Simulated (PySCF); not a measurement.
The third ionisation energy along group 15

All values are computed (PySCF 2.14, energy differences of UHF-based or UKS calculations, no spin-orbit coupling). Values in eV. The last column holds reference values (NIST; (s) semi-empirical, (t) theoretical, else measured). Unmarked ones compare directly (S terms, centres of terms, or small fine structure); those marked * lie between the lowest fine-structure levels and include a spin-orbit shift.

```tsv
element	configurations	UHF	MP2 (valence)	SCS-MP2 (valence)	CCSD(T) (valence)	LDA	PBE0	reference
N (x2c-TZVPPall with one added diffuse shell each of s, p, d type, spin-free X2C)	[He] 2s2 2p1 → [He] 2s2	47.293	47.463	47.415	47.239	47.856	48.001	47.445 (s) *
P (x2c-TZVPPall with one added diffuse shell each of s, p, d type, spin-free X2C)	[Ne] 3s2 3p1 → [Ne] 3s2	29.585	29.874	29.864	30.031	30.217	30.270	30.203 *
As (x2c-TZVPPall with one added diffuse shell each of s, p, d type, spin-free X2C)	[Ar] 3d10 4s2 4p1 → [Ar] 3d10 4s2	27.402	27.665	27.658	27.771	28.184	28.053	28.349 ± 0.012 *
Sb (x2c-TZVPPall with one added diffuse shell each of s, p, d, f type, spin-free X2C)	[Kr] 4d10 5s2 5p1 → [Kr] 4d10 5s2	24.113	24.320	24.310	24.400	24.928	24.730	25.323 *
Bi (x2c-TZVPPall with one added diffuse shell each of s, p, d, f type, spin-free X2C)	[Xe] 4f14 5d10 6s2 6p1 → [Xe] 4f14 5d10 6s2	23.099	23.287	23.276	23.348	23.967	23.740	25.571 *
```

"Valence" correlates the outer s and p shells and, in groups 3 to 12 and the f block, the outer d or f shell, open or full, or the next shell where the ion has no valence electron left; the wider scheme adds the next inner shell.
